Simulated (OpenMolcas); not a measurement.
**What dynamic correlation does to the levels of Al III**

- Program: OpenMolcas 26.06
- Basis: ANO-R3 [6s5p4d2f1g]
- Scalar Hamiltonian: X2C, finite nucleus
- Active space: 1 electron in 4 orbitals (3s 3p)
- State averaging: 2S+1 = 2 even, 1 root; 2S+1 = 2 odd, 3 roots
- Spin-orbit coupling: state interaction with AMFI integrals over the reference wave functions, term energies averaged over their components

Methods on the same reference wave functions:
A. CASSCF
B. SS-CASPT2, IPEA 0.25 Eh, imaginary shift 0.1 Eh (closed shells correlated: 2s 2p)

Energies in cm-1 above 3s 2S 1/2, the measured ground level; measured values from NIST levels in Kelleher and Podobedova, J. Phys. Chem. Ref. Data 37, 709 (2008).

| Level | A | B | Measured |
| --- | --- | --- | --- |
| 3s 2S 1/2 | 0.0 | 0.0 | 0.0 |
| 3p 2P* 1/2 | 52881 | 53731 | 53683 |
| 3p 2P* 3/2 | 53074 | 53924 | 53917 |

Deviations, from unrounded energies. A percentage is the sum of absolute deviations over the sum of measured energies, with the sign that they share, or ± where signs differ.

```
           Against measurement  Levels     A     B
mean absolute deviation (cm-1)       2   820    27
      other configurations (%)       2  -1.5  +0.1
```

B lies closest to measurement on these levels. The largest miss of B in the table is 3p 2P* 1/2, by +48 cm-1. The ranking rests on the paired levels alone, and a cruder setting can come out closer through cancelling errors.

The lowest spin-free term lies below A's lowest term by 0.264 hartree in B.

With one active electron the reference holds no correlation, so core polarisation is missing (holds for A). With one active electron, CASPT2 adds the correlation within the correlated inactive shells and between them and that electron, and leaves the splitting within a term as the reference gives it (holds for B). Measured partners are found by configuration, term and J. A level has none where our copy of the source lacks it or the pairing is in doubt (some pairs that miss far off the trend of their configuration count as doubtful), and it then counts in no deviation. Levels of configurations outside the active space are missing.

* marks odd parity.
